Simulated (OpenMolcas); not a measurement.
# Pr3+ in cubic eightfold coordination: ligands and hosts compared

* Program: OpenMolcas
* Method: CASSCF
* Active space: 2 electrons in 7 orbitals (4f)
* Spin-orbit coupling: RASSI with atomic mean-field integrals over the reference wave functions

Distances were set from a Shannon-type radius of the metal (high-spin where two are listed) plus a fixed donor radius (Cl 1.76, F 1.31 Å), in hosts weighted 0.65 to 0.35 with the host's distance in the model lattice. Anionic complexes are neutralised by point charges, and hosts are embedded clusters. Ligand basis ANO-RCC-VDZP. States (labels of O, the rotations of Oh). Energies in cm-1 above the lowest state or level, χT in cm3 K/mol; under a threefold ground state the first gap can be a small split of the lowest multiplet, not the spin-orbit step.

| Ligand or host | R (Å) | Metal basis | Outer charge (e at Å behind ligand) | Ground state | First state of that spin | First gap with spin-orbit (degeneracies) | Width of lowest J | χT at 300 K |
| --- | --- | --- | --- | --- | --- | --- | --- | --- |
| Cl | 2.89 | ANO-RCC-VDZP | 0.62 at 3.2 | 3T1 | 3E 2.5 | 184.9 (3, 1) | 296 | 1.551 |
| BaF2 | 2.523 | ANO-RCC-VDZP |  | 3T1 | 3E 2.4 | 277.4 (3, 1) | 371 | 1.510 |
| F | 2.44 | ANO-RCC-VDZP | 0.62 at 3.2 | 3T1 | 3E 2.3 | 311.3 (3, 1) | 433 | 1.474 |
| SrF2 | 2.462 | ANO-RCC-VDZP |  | 3T1 | 3E 4.6 | 309.5 (3, 1) | 469 | 1.455 |
| CaF2 | 2.411 | ANO-RCC-VDZP |  | 3T1 | 3E 9.6 | 347.0 (3, 1) | 568 | 1.399 |

The rows also differ in their outer charges, so part of each step comes from that.

The width of the lowest J multiplet rises in the order Cl < BaF2 < F < SrF2 < CaF2, by a factor of 1.92 from first to last.

Without dynamic correlation the ligand-field splitting of an f shell can come out too small, at times by half. A group larger than the point group allows holds several states that coincide in this model. No measured value stands beside these numbers; the geometry was imposed, not optimised, and the real ion may take another.
